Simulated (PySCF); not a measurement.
Consider `[PH2][GeH2][Cl]` (ClGeH4P). Numbering: `[PH2:1][GeH2:2][Cl:3]`

Energies: ωB97X-D3(BJ)/ma-def2-TZVP (PySCF, density fitting, integration grid level 2) on GFN2-xTB structures. Thermal corrections: GFN2-xTB frequencies, unscaled, ideal gas at 298.15 K and 1 bar, quasi-RRHO entropy.

(1) What are the vertical and the adiabatic ionisation energy for forming the radical cation?

(2) Where does the unpaired spin of the relaxed radical cation sit?

(3) What oxidation potential follows in acetonitrile (IEF-PCM), given that Fc+/Fc comes at 4.54 V absolute with this functional and basis?

(4) How far is −ε(HOMO) from the vertical value by ΔSCF?

## Answers

(1) 10.20 eV vertical and 9.34 eV adiabatic, the latter with zero-point energy.

(2) P1 (phosphorus) 0.89 (intrinsic atomic orbital populations).

(3) In the gas phase ΔG of oxidation is 9.303 eV, and solvation is -10.0 kJ/mol for the parent and -252.4 kJ/mol for the product, so the absolute potential is 6.79 V, or 2.25 V against Fc+/Fc. Fc+/Fc in acetonitrile, 4.54 V, is ωB97X-D3(BJ)/ma-def2-TZVP on PBE0-D3(BJ)/def2-SVP structures with GFN2-xTB thermal terms. Benchmark calculations put it near 5.0 V in acetonitrile and DMSO, so it is about 0.5 V low, and the value against it can read up to that much too high. The solvent is electrostatics only, on gas-phase structures; the absolute scale refers to an electron at rest in vacuum.

(4) −ε(HOMO) = 10.26 eV, which is 0.06 eV above the ΔSCF value.

Known limits: spin-orbit coupling is left out of the energies, which matters for open shells on the heavier atoms; atoms from Ga to Kr are treated without relativity.
